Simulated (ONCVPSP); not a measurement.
What one change does to a pseudopotential (Ag (Z = 47), ONCV)

ONCVPSP 4.0.1 input, shortened (lines: element, Z, core and valence counts, functional; n l f; lmax; l rc ep ncon nbas qcut; lloc lpopt rc5 dvloc0; l nproj debl; icmod fcfact rcfact), PBE, scalar-relativistic:

```
  Ag 47.00    6    4        4      upf
    1    0    2.00
    2    0    2.00
    2    1    6.00
    3    0    2.00
    3    1    6.00
    3    2   10.00
    4    0    2.00
    4    1    6.00
    4    2   10.00
    5    0    1.00
    2
    0    1.55    0.00    3    6   10.30
    1    1.55    0.00    4    9    8.40
    2    1.20    0.00    4    9    7.50
    2    5    1.20    0.00
    0    3    2.60
    1    2    3.50
    2    0    2.40
    4    0.30    0.00
```

All-electron outer shells of the reference configuration (PBE, scalar-relativistic, ld1.x):

```csv
shell,level (eV),outermost node (bohr),outermost maximum (bohr)
3d,-358.48,–,0.27
4s,-95.05,0.44,0.82
4p,-58.57,0.44,0.87
4d,-7.44,0.43,1.04
5s,-4.40,1.11,2.49
```

Change: d: nbas 7.

Cutoffs: the cutoffs (Ha) at which the residual kinetic energy of the hardest occupied pseudo-wave falls to 1 and 0.1 mHa per electron; they do not see the model core or the augmentation charge, which bear on the density cutoff. Errors are all-electron minus pseudo energies relative to the spin-unpolarised reference configuration.

**Question.** Predict the effect on cutoff, ghosts and configuration errors.

**Answer.** The potential gets neither clearly harder nor softer (44 Ha and 189 Ha → 48 Ha and 107 Ha); of the 4 tests that both files solve, the error grows in 0 and shrinks in 2 by more than 15 % and 0.3 meV (median size 2.8 → 2.5 meV); neither file shows a bound ghost.

```tsv
quantity	base	changed
cutoff, loose	44 Ha	48 Ha
cutoff, tight	189 Ha	107 Ha
loose cutoff by channel	s 28 Ha, p 19 Ha, d 44 Ha	s 28 Ha, p 19 Ha, d 48 Ha
bound ghosts	none	none
GHOST(+) flags under 300 eV	none	none
error for 4s2 4p6 4d10 5s0, meV [ΔE 7.76 eV]	-1.8	-1.7
error for 4s2 4p6 4d9 5s0, meV [ΔE 29.87 eV]	-3.8	-3.3
error for 4s2 4p6 4d8 5s0, meV [ΔE 66.06 eV]	-7.5	-5.4
error for 4s2 4p6 4d9 5s1 5p1, meV [ΔE 8.57 eV]	-0.6	-0.2
s: phases at 1.57 bohr within 0.05 rad from the reference energy up to (Ha; the scan ends near 5)	to the end of the scan	to the end of the scan
p: phases at 1.57 bohr within 0.05 rad from the reference energy up to (Ha; the scan ends near 5)	to the end of the scan	to the end of the scan
d: phases at 1.22 bohr within 0.05 rad from the reference energy up to (Ha; the scan ends near 5)	to the end of the scan	to the end of the scan
rms error of d²Exc/dni dnj with the model core, mHa	0.14	0.13
```
